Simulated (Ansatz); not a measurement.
A structure relaxed at PBE0-D4/def2-TZVP, charge 0, multiplicity 1:

Cartesian coordinates in Å:
```
Si 0.629 -0.845 -0.654
C -0.226 0.801 -0.436
As -0.995 1.088 1.366
H 1.187 -0.998 -2.028
H -0.339 -1.947 -0.414
H 1.744 -0.964 0.322
H 0.466 1.629 -0.617
H -1.047 0.914 -1.149
H 0.232 0.609 2.136
H -1.650 -0.286 1.475
```

Task: Give its formula and SMILES.

Result: CH7AsSi, `[SiH3]C[AsH2]`.

Task: Point group (tolerance 0.08 Å, 0.16 Å for H)?

Result: Cs.

Task: Summarise the bond lengths by kind.

Result: 1 × C–Si 1.867 Å; 3 × H–Si 1.487 to 1.491 Å; 1 × As–C 1.981 Å; 2 × C–H 1.093 Å; 2 × As–H 1.526 Å.

Results of the Gaussian-basis code of Ansatz.
